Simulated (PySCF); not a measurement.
CH₁₀N₂Si₃, SMILES N[Si@@]1([SiH3])NC[SiH2]1.

Geometry: PBE-D3(BJ)/def2-SVP. The structure was generated by enumeration; whether it is a known compound was not checked. The values are those of a single conformer.

Computed with PBE-D3(BJ)/def2-SVP run with PySCF.

Frequencies are harmonic and unscaled.

Problem. Estimate the vibrational spectrum. (Estimate from the structure and the level; the computed values follow.)

Solution. 
```json
[
 {"mode": "1", "ν (cm⁻¹)": "60", "IR (km/mol)": "0.5", "moving atoms (share of kinetic energy)": "H 73 %, Si 17 %"},
 {"mode": "2", "ν (cm⁻¹)": "76", "IR (km/mol)": "1.1", "moving atoms (share of kinetic energy)": "H 38 %, C 32 %, Si 24 %"},
 {"mode": "3", "ν (cm⁻¹)": "88", "IR (km/mol)": "1.0", "moving atoms (share of kinetic energy)": "H 43 %, Si 42 %, N 15 %"},
 {"mode": "4", "ν (cm⁻¹)": "132", "IR (km/mol)": "1.8", "moving atoms (share of kinetic energy)": "N 52 %, H 29 %, Si 15 %"},
 {"mode": "5", "ν (cm⁻¹)": "170", "IR (km/mol)": "3.4", "moving atoms (share of kinetic energy)": "Si 36 %, N 36 %, H 27 %"},
 {"mode": "6", "ν (cm⁻¹)": "194", "IR (km/mol)": "0.9", "moving atoms (share of kinetic energy)": "H 42 %, N 37 %, Si 20 %"},
 {"mode": "7", "ν (cm⁻¹)": "284", "IR (km/mol)": "37.0", "moving atoms (share of kinetic energy)": "H 78 %, Si 15 %"},
 {"mode": "8", "ν (cm⁻¹)": "343", "IR (km/mol)": "12.9", "moving atoms (share of kinetic energy)": "Si 53 %, H 34 %, N 12 %"},
 {"mode": "9", "ν (cm⁻¹)": "354", "IR (km/mol)": "32.1", "moving atoms (share of kinetic energy)": "H 68 %, N 20 %, Si 11 %"},
 {"mode": "10", "ν (cm⁻¹)": "391", "IR (km/mol)": "118.3", "moving atoms (share of kinetic energy)": "H 68 %, N 19 %, Si 11 %"},
 {"mode": "11", "ν (cm⁻¹)": "408", "IR (km/mol)": "9.8", "moving atoms (share of kinetic energy)": "Si 54 %, H 27 %, C 11 %, N 9 %"},
 {"mode": "12", "ν (cm⁻¹)": "455", "IR (km/mol)": "40.9", "moving atoms (share of kinetic energy)": "H 46 %, Si 37 %, N 12 %"},
 {"mode": "13", "ν (cm⁻¹)": "477", "IR (km/mol)": "14.5", "moving atoms (share of kinetic energy)": "H 80 %, Si 16 %"},
 {"mode": "14", "ν (cm⁻¹)": "500", "IR (km/mol)": "29.9", "moving atoms (share of kinetic energy)": "H 53 %, Si 39 %"},
 {"mode": "15", "ν (cm⁻¹)": "506", "IR (km/mol)": "53.3", "moving atoms (share of kinetic energy)": "H 74 %, Si 21 %"},
 {"mode": "16", "ν (cm⁻¹)": "555", "IR (km/mol)": "37.4", "moving atoms (share of kinetic energy)": "H 94 %"},
 {"mode": "17", "ν (cm⁻¹)": "635", "IR (km/mol)": "3.6", "moving atoms (share of kinetic energy)": "H 44 %, C 39 %, Si 15 %"},
 {"mode": "18", "ν (cm⁻¹)": "688", "IR (km/mol)": "131.9", "moving atoms (share of kinetic energy)": "H 58 %, Si 20 %, C 15 %"},
 {"mode": "19", "ν (cm⁻¹)": "756", "IR (km/mol)": "35.8", "moving atoms (share of kinetic energy)": "N 42 %, H 40 %, Si 17 %"},
 {"mode": "20", "ν (cm⁻¹)": "791", "IR (km/mol)": "204.7", "moving atoms (share of kinetic energy)": "H 69 %, N 18 %, Si 13 %"},
 {"mode": "21", "ν (cm⁻¹)": "817", "IR (km/mol)": "47.7", "moving atoms (share of kinetic energy)": "H 75 %, C 20 %"},
 {"mode": "22", "ν (cm⁻¹)": "846", "IR (km/mol)": "71.0", "moving atoms (share of kinetic energy)": "H 72 %, Si 16 %, N 11 %"},
 {"mode": "23", "ν (cm⁻¹)": "855", "IR (km/mol)": "58.8", "moving atoms (share of kinetic energy)": "Si 39 %, N 36 %, H 25 %"},
 {"mode": "24", "ν (cm⁻¹)": "901", "IR (km/mol)": "28.0", "moving atoms (share of kinetic energy)": "H 96 %"},
 {"mode": "25", "ν (cm⁻¹)": "902", "IR (km/mol)": "61.3", "moving atoms (share of kinetic energy)": "H 97 %"},
 {"mode": "26", "ν (cm⁻¹)": "906", "IR (km/mol)": "63.8", "moving atoms (share of kinetic energy)": "H 89 %, Si 8 %"},
 {"mode": "27", "ν (cm⁻¹)": "1034", "IR (km/mol)": "19.5", "moving atoms (share of kinetic energy)": "C 35 %, H 32 %, N 32 %"},
 {"mode": "28", "ν (cm⁻¹)": "1114", "IR (km/mol)": "24.8", "moving atoms (share of kinetic energy)": "H 69 %, C 23 %"},
 {"mode": "29", "ν (cm⁻¹)": "1135", "IR (km/mol)": "0.6", "moving atoms (share of kinetic energy)": "H 89 %"},
 {"mode": "30", "ν (cm⁻¹)": "1284", "IR (km/mol)": "33.0", "moving atoms (share of kinetic energy)": "H 63 %, N 24 %, C 12 %"},
 {"mode": "31", "ν (cm⁻¹)": "1430", "IR (km/mol)": "3.9", "moving atoms (share of kinetic energy)": "H 92 %"},
 {"mode": "32", "ν (cm⁻¹)": "1482", "IR (km/mol)": "55.3", "moving atoms (share of kinetic energy)": "H 89 %, N 11 %"},
 {"mode": "33", "ν (cm⁻¹)": "2125", "IR (km/mol)": "107.8", "moving atoms (share of kinetic energy)": "H 98 %"},
 {"mode": "34", "ν (cm⁻¹)": "2136", "IR (km/mol)": "103.5", "moving atoms (share of kinetic energy)": "H 98 %"},
 {"mode": "35", "ν (cm⁻¹)": "2139", "IR (km/mol)": "89.6", "moving atoms (share of kinetic energy)": "H 96 %"},
 {"mode": "36", "ν (cm⁻¹)": "2150", "IR (km/mol)": "47.2", "moving atoms (share of kinetic energy)": "H 96 %"},
 {"mode": "37", "ν (cm⁻¹)": "2153", "IR (km/mol)": "126.7", "moving atoms (share of kinetic energy)": "H 96 %"},
 {"mode": "38", "ν (cm⁻¹)": "2922", "IR (km/mol)": "77.3", "moving atoms (share of kinetic energy)": "H 95 %"},
 {"mode": "39", "ν (cm⁻¹)": "2965", "IR (km/mol)": "29.4", "moving atoms (share of kinetic energy)": "H 90 %, C 10 %"},
 {"mode": "40", "ν (cm⁻¹)": "3477", "IR (km/mol)": "3.9", "moving atoms (share of kinetic energy)": "H 93 %"},
 {"mode": "41", "ν (cm⁻¹)": "3480", "IR (km/mol)": "22.6", "moving atoms (share of kinetic energy)": "H 96 %"},
 {"mode": "42", "ν (cm⁻¹)": "3585", "IR (km/mol)": "18.8", "moving atoms (share of kinetic energy)": "H 91 %, N 9 %"}
]
```
